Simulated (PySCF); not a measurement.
Si(OSiH3)(F)3 (F3H3OSi2), SMILES F[Si](F)(F)O[SiH3]. Atoms are numbered in the order given.

```xyz
9

F      1.4739     0.2670    -1.2913
Si     0.7726     0.2001     0.1443
F      1.7045    -0.6687     1.1072
F      0.7154     1.6889     0.7250
O     -0.6927    -0.4470     0.0492
Si    -2.2916    -0.6263    -0.4059
H     -2.3624    -0.7628    -1.8851
H     -3.0586     0.5694     0.0343
H     -2.8161    -1.8492     0.2525
```

Coordinates come from a B3LYP-D3(BJ)/def2-SVP optimisation. One conformer was computed; it need not be the lowest.

Level of theory: PBE/def2-TZVP in PySCF.

Atomic charges (e):

```
atom  meta-Löwdin  Mulliken  Löwdin
----  -----------  --------  ------
F1          -0.47     -0.26    0.06
Si2          1.74      0.80   -0.32
F3          -0.46     -0.25    0.06
F4          -0.47     -0.26    0.06
O5          -0.80     -0.24    0.06
Si6          0.71      0.26    0.18
H7          -0.09     -0.02   -0.04
H8          -0.09     -0.02   -0.04
H9          -0.08     -0.02   -0.03
```

Give the Mayer and Wiberg (Löwdin basis) orders of the bonds. (The exact figures need the calculation; the answer reports its results.)


```tsv
bond	Mayer	Wiberg
F1–Si2	1.20	1.75
Si2–F3	1.21	1.76
Si2–F4	1.20	1.75
Si2–O5	1.27	1.67
O5–Si6	1.10	1.52
Si6–H7	0.94	0.97
Si6–H8	0.94	0.97
Si6–H9	0.94	0.97
```
